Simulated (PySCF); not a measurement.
Computed shifts of a molecule C4H9NSi, PBE0/pcSseg-1 (PySCF), GIAO, gas phase, equivalent atoms averaged, in ppm (number of nuclei): ¹³C: 115.9 (1), 82.8 (1), 31.0 (1), 7.8 (1). ²⁹Si: -62.8 (1). ¹⁵N: 23.0 (1). ¹H: 4.63 (1), 4.51 (1), 2.80 (1), 2.48 (1), 2.26 (3), 0.79 (1), 0.62 (1). References: ¹³C against TMS (σ = 186.3 ppm); ²⁹Si against TMS (σ = 352.7 ppm); ¹⁵N against NH3 (σ = 267.4 ppm); ¹H against TMS (σ = 31.56 ppm), references at their B3LYP-D3(BJ)/def2-TZVP geometries, non-relativistic. Geometry optimised at PBE0-D3(BJ)/def2-SVP. The values are those of a single conformer.

Q: Which molecule gave these data?
A. C=C/C=N\[SiH2]C
B. [SiH3]N1C=CCC1
C. CC#C[SiH2]CN
D. C=CN([SiH3])C=C

A: C, CC#C[SiH2]CN
